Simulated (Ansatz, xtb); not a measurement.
**Relative energy of two isomers of C6H5ClO2**

Structure X is `O=CC[C@@H]1C=C(Cl)C1=O`, a singlet and structure Y is `O=C/C=C1/CC(Cl)=C1O`, a singlet. Both are isolated molecules in the gas phase, relaxed with B3LYP/def2-SVP, each in the lowest conformer that the search found.

Problem. Which of the two would you expect CCSD(T)/def2-SVP + ΔMP2/def2-TZVPP electronic energies to favour?

Solution. CCSD(T)/def2-SVP + ΔMP2/def2-TZVPP gives E(Y) − E(X) = +0.039 eV, slightly favouring structure X, which is too small a margin to settle the true order.

Level by level:

```tsv
level	geometry	E(Y) − E(X) (eV)	departure from the last row (eV)	job, with rough time for the two
GFN2-xTB	GFN2-xTB	−0.337	−0.376	optimisation, 0.6 s
HF/STO-3G	GFN2-xTB	+0.405	+0.366	single point, 2.7 s
r2SCAN-D4/def2-SVP	GFN2-xTB	−0.255	−0.294	single point, 14 s
B3LYP/def2-SVP	B3LYP/def2-SVP	−0.182	−0.221	optimisation, 3.4 min
HF/def2-SVP	B3LYP/def2-SVP	+0.259	+0.220	part of the CCSD(T) run
MP2/def2-SVP	B3LYP/def2-SVP	+0.081	+0.042	part of the CCSD(T) run
CCSD(T)/def2-SVP	B3LYP/def2-SVP	+0.145	+0.106	single point
CCSD(T)/def2-SVP + ΔMP2/def2-TZVPP	B3LYP/def2-SVP	+0.039		single point, 6.8 min
```

As drawn, Y has 1 C=C, 1 C–O, 1 O–H in place of 1 C=O, 1 C–C, 1 C–H.

The largest departure from CCSD(T)/def2-SVP + ΔMP2/def2-TZVPP is that of GFN2-xTB, 0.376 eV. The last row adds to CCSD(T) the change of the MP2 difference between the two basis sets, here −0.106 eV.

With thermal terms from frequencies at re-optimised GFN2-xTB minima (ideal gas, soft modes damped towards free rotors, one conformer each, 298.15 K, 1 atm): the zero-point term adds +0.018 eV; ΔH is +0.040 and ΔG +0.094 eV.

The correlated steps freeze 13 core orbitals. Mirror images aren't counted in ΔG. Codes used: Ansatz 0.2.0, xtb 6.7.1; the last row on 2 threads of Intel(R) Xeon(R) Processor @ 2.50GHz (Skylake/Cascade Lake) on a shared host.
